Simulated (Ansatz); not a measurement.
Ansatz (a program for electronic structure) input:

Ansatz 0.2 input:
```yaml
crystal:
  periodic: [false, false, false]
  atoms:
    - {symbol: Sn, position_ang: [-0.00000000, -0.00000000, -0.57849087]}
    - {symbol: Cl, position_ang: [0.00000000, 0.00000000, 1.70144373]}
basis:
  gaussian:
    orbitals: def2-TZVP
hamiltonian:
  xc: {name: SVWN5}
total_charge: 1
relax: {f_tol: 0.003, max_steps: 100}
```

Problem. Which total energy does the run end on?

Solution. -672.47645 Eh (SVWN5/def2-TZVP). The basis has 87 functions.
